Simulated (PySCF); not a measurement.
W(O)(F)3(OMe) (CH3F3O2W), SMILES [F][W]([O]C)([F])(=[O])[F], multiplicity 1. Heavy atoms are numbered as in [W:1](=[O:2])([F:3])([F:4])([F:5])[O:6][CH3:7]. Hydrogens are named by the atom that carries them.

The structure is a stationary point at PBE-D3(BJ)/def2-SVP. The spin state was assumed, not searched. The def2 effective core potentials stand for the cores of W; spin–orbit coupling is left out. One conformer was computed; it need not be the lowest.

All values below come from ωB97X/def2-TZVP (PySCF).

ESP charges are fitted to the potential on shells at 1.4 to 2.0 van der Waals radii. Atomic charges (e), one atom of each kind:

| atom | ESP fit | Löwdin | Mulliken |
|---|---|---|---|
| W1 | 1.64 | 1.02 | 1.75 |
| O2 | -0.45 | -0.24 | -0.42 |
| F3 | -0.34 | -0.24 | -0.37 |
| O6 | -0.37 | -0.07 | -0.45 |
| C7 (CH3) | -0.17 | -0.35 | -0.17 |
| H on C7 | 0.12 | 0.12 | 0.15 |
